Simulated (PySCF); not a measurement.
SiF₄: calculation against measurement

Isolated SiF₄, optimised in PySCF with density fitting and no spin–orbit coupling; def2 sets carry scalar-relativistic core potentials from Rb on. All levels below give a singlet of Td symmetry: PBE0/def2-TZVP Si–F 1.562 Å (×4); B3LYP/def2-TZVP Si–F 1.567 Å (×4); PBE/def2-TZVP Si–F 1.580 Å (×4); PBE0/def2-SVP Si–F 1.586 Å (×4).

Counting electrons, silicon keeps none of its valence electrons outside its bonds, so the VSEPR class is AX4 and the expected shape is tetrahedral (Td), as computed.

Measured fundamentals (Shimanouchi, Tables of Molecular Vibrational Frequencies (1972), as compiled in the NIST Chemistry WebBook) beside computed harmonic wavenumbers, in cm⁻¹:

| mode as compiled | computed symmetry | measured | rating (A best; medium not stated) | PBE0/def2-TZVP | B3LYP/def2-TZVP | PBE/def2-TZVP | PBE0/def2-SVP |
| --- | --- | --- | --- | --- | --- | --- | --- |
| a1 sym str | a1 | 800 | C | 796 | 785 | 755 | 787 |
| e deg deform | e | 268 | C | 262 | 262 | 252 | 257 |
| f2 deg str | t2 | 1032 | B | 1036 | 1021 | 989 | 1045 |
| f2 deg deform | t2 | 389 | B | 386 | 385 | 371 | 381 |

Q: How close does each level come?

A: Mean absolute differences: PBE0/def2-TZVP 1.0 %, B3LYP/def2-TZVP 1.6 %, PBE/def2-TZVP 5.0 %, PBE0/def2-SVP 2.3 %. The mean ratio of measured to computed values at PBE0/def2-TZVP is 1.009. Harmonic values should lie a little above fundamentals, yet here they lie below on average.

Q: The measured mean polarisability is 3.319 Å³ (NIST CCCBDB Release 22 (SRD 101), experimental polarizabilities). What do the calculations give?

A: PBE0/def2-TZVP 2.96 Å³, B3LYP/def2-TZVP 3.00 Å³, PBE/def2-TZVP 3.23 Å³, PBE0/def2-SVP 2.35 Å³. Basis sets without diffuse functions underestimate polarisabilities.

Q: The tabulated gas-phase entropy at 298.15 K and 1 bar is 282.76 ± 0.50 J/(mol K) (Cox, Wagman, et al., 1984, NIST Chemistry WebBook). What do rigid-rotor harmonic-oscillator sums give?

A: PBE0/def2-TZVP 283.2, B3LYP/def2-TZVP 283.4, PBE/def2-TZVP 285.1, PBE0/def2-SVP 284.1 J/(mol K).

Q: ΔfH°(298 K) is -1615.0 ± 0.8 kJ/mol (Cox, Wagman, et al., 1984, NIST Chemistry WebBook), and for the gaseous atoms Si 450.0, F 79.3 kJ/mol (tabulated in the package mendeleev). Compare the atomisation enthalpy with the calculations.

A: From the tables it is 450.0 + 4 × 79.3 − (-1615.0) = 2382 kJ/mol. To a computed De one adds −ZPE (-33.4), the atoms' spin–orbit lowering from NIST levels (-8.2) and the thermal terms (18.2), all taken at PBE0/def2-TZVP.
```
          level  De (kJ/mol)  ΔatH°(298 K)  computed − tabulated
 PBE0/def2-TZVP         2317          2294                   -89
B3LYP/def2-TZVP         2323          2300                   -82
  PBE/def2-TZVP         2390          2366                   -16
  PBE0/def2-SVP         2245          2221                  -161
```
